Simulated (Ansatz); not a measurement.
Cost and result for the atomization energy of CH8N2Si (`NC[SiH2]N`) (12 atoms, 11 bonds).

```xyz
12

N     1.114    1.225    0.129
C     0.063    0.591    0.928
Si   -0.449   -1.003    0.076
N    -0.982   -0.557   -1.494
H     1.357    2.136    0.498
H     1.959    0.666    0.148
H    -0.814    1.246    0.930
H     0.328    0.412    1.981
H    -1.555   -1.691    0.798
H     0.731   -1.929    0.110
H    -0.427    0.146   -1.960
H    -1.325   -1.244   -2.145
```

Charge 0, multiplicity 1. The structure was optimised at the PBE0-D4/def2-TZVP level. It is one conformer, not always the lowest. Program: Ansatz. All runs use 4 threads of an Arm Neoverse V2 on a shared host. Times are those of one run each, without the atoms' runs, and a repeat can differ threefold. Electronic energies, without spin–orbit coupling; frozen cores. CCSD(T)/CBS adds CCSD(T) − MP2 in def2-TZVPP to the MP2 limit, and its time is that of the two runs behind it. T1 = 0.009. B3LYP takes the VWN-RPA correlation (the form of Gaussian; ORCA's B3LYP/G).

CCSD(T)/CBS is a level of theory with its own doubt, some kJ/mol a heavy atom from the limit and from the frozen cores, so smaller differences don't rank the functionals.

| level | functions | wall time |
| --- | --- | --- |
| PBE-D4/def2-TZVPP (with forces) | 247 | 1.9 s |
| PBE0-D4/def2-TZVPP | 247 | 1.9 s |
| B3LYP-D4/def2-TZVPP (with forces) | 247 | 3.1 s |
| r2SCAN-D4/def2-TZVPP (with forces) | 247 | 3.2 s |
| B2PLYP/def2-TZVPP | 247 | 3.6 s |
| ωB97X-V/def2-TZVPP | 247 | 5.5 s |
| ωB97M-V/def2-TZVPP (with forces) | 247 | 8 s |
| MP2/def2-QZVPP | 481 | 16 s |
| CCSD(T)/def2-TZVPP | 247 | 80 s |
| CCSD(T)/CBS(def2) | – | 96 s |

**Question.** What atomization energy does each give, and how far from CCSD(T)/CBS? (Best estimate.)

**Answer.** Computed: 
```csv
level,atomization (kJ/mol),difference from CCSD(T)/CBS,per bond
PBE-D4/def2-TZVPP (with forces),4173.3,48.1,4.4
PBE0-D4/def2-TZVPP,4107.9,-17.3,-1.6
B3LYP-D4/def2-TZVPP (with forces),4140.6,15.4,1.4
r2SCAN-D4/def2-TZVPP (with forces),4098.1,-27.1,-2.5
B2PLYP/def2-TZVPP,4079.5,-45.7,-4.2
ωB97X-V/def2-TZVPP,4146.0,20.8,1.9
ωB97M-V/def2-TZVPP (with forces),4142.4,17.2,1.6
MP2/def2-QZVPP,4094.6,-30.6,-2.8
CCSD(T)/def2-TZVPP,4001.0,-124.2,-11.3
CCSD(T)/CBS(def2),4125.2,0.0,0.0
```

From PBE to PBE0 (25 % exact exchange), in def2-TZVPP and without D4, the atomization energy moves by −61.9 kJ/mol: exact exchange takes away binding that semilocal exchange gives to molecules. In def2-TZVPP, CCSD(T) changes the Hartree–Fock value by +1095.3 kJ/mol (the triples alone add +51.9 kJ/mol) and MP2 by +1114.7 kJ/mol; breaking electron pairs costs correlation energy, which Hartree–Fock lacks. The D4 term adds +34.0 kJ/mol with B3LYP and +17.8 kJ/mol with PBE0; it sums over pairs of atoms, weighted by their polarisabilities, and B3LYP, whose exchange is more repulsive, gets the larger term.
